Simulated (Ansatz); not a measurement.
Two isomers of C3H4BF: A = `BC1(F)C=C1`, B = `BC1=CC1F`.

Gas-phase electronic energies from Ansatz, PBE0-D4/def2-TZVP geometries. CCSD(T)/CBS adds triple-zeta CCSD(T) − MP2 to the extrapolated MP2 energy (def2 sets, frozen cores). DFT in def2-TZVPP. B3LYP here is the variant with VWN-RPA as its local correlation; programs differ in this.

(1) Which isomer does CCSD(T)/CBS put lower? Give the gap. (An estimate is asked.)

(2) Give E(B) − E(A) in kcal/mol with PBE0-D4, BLYP-D4, B3LYP, CCSD(T)/def2-TZVPP, MP2/def2-TZVPP, CCSD(T)/def2-SVP, B3LYP-D4. (Estimate.)

(3) Does the order hold for the free energy at 298.15 K (harmonic terms from PBE0-D4)? (An estimate is asked.)

Largest T1 diagnostic: 0.013.

Results:

(1) Ansatz gave: B, by 5.7 kcal/mol.

(2) Ansatz gave: PBE0-D4 -7.5, BLYP-D4 -7.8, B3LYP -7.6, CCSD(T)/def2-TZVPP -6.1, MP2/def2-TZVPP -6.4, CCSD(T)/def2-SVP -6.3, B3LYP-D4 -7.3. None reverses the order clearly.

(3) The calculation gave: Yes: G(B) − G(A) = -5.4 kcal/mol.

From PBE to PBE0 (25 % exact exchange), in def2-TZVPP and without D4, E(B) − E(A) moves by +0.8 kcal/mol. Leaving LDA and LC-ωPBE aside and taking each functional with its dispersion term where it has one, the values, not all of them listed here, spread over 2.5 kcal/mol, from B97M-V to ωB97M-V.
